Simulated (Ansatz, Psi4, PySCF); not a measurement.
Cl₄Pd, charge -2, singlet, geometry from GFN2-xTB (such geometries of metal compounds can be far from the true shape) (core potentials on Pd). Base run: WB97X/def2-SVP (PySCF).

PySCF was given this input:
```python
from pyscf import gto, scf, dft

mol = gto.M(
    atom='''
Pd   -0.00000000   -0.00000000   -0.00000000
Cl    2.19013518   -0.73965983    0.01465684
Cl    0.73958819    2.19017230    0.01257871
Cl   -2.19013518    0.73965983   -0.01465684
Cl   -0.73958819   -2.19017230   -0.01257871
''',
    basis='def2-svp',
    ecp={'Pd': 'def2-svp'},
    charge=-2,
    verbose=3,
)

mf = dft.RKS(mol)
mf.xc = 'wb97x'
mf.kernel()
```

The same geometry, method and basis name were run in Ansatz (a first-principles code) and Psi4 and PySCF, at each program's defaults and at the settings that a row names. The base is PySCF at its defaults. Differences at the defaults can come from grids, fitting, cores and function types together. The rows with settings made alike still differ; the cause (another SCF solution, basis table, core potential or functional code) wasn't traced.

```csv
code and settings,ΔE vs base (µEh),basis functions,E (Eh),SCF cycles
"PySCF, defaults (exact integrals, its default grid, spherical functions)",0.0,103,-1968.27752,13
"Psi4, defaults (density fitting with its default set, its default grid, spherical functions)",4767,103,-1968.27275,8
"Ansatz, defaults (factorised integrals, its default grid, spherical functions)",188,103,-1968.27733,-
"PySCF, density fitting with def2-universal-jkfit",-5.6,103,-1968.27753,13
"PySCF, fine grid",173,103,-1968.27735,11
"Psi4, exact integrals, spherical functions, fine grid",1017,103,-1968.27650,10
"Ansatz, high accuracy",186,103,-1968.27734,-
```
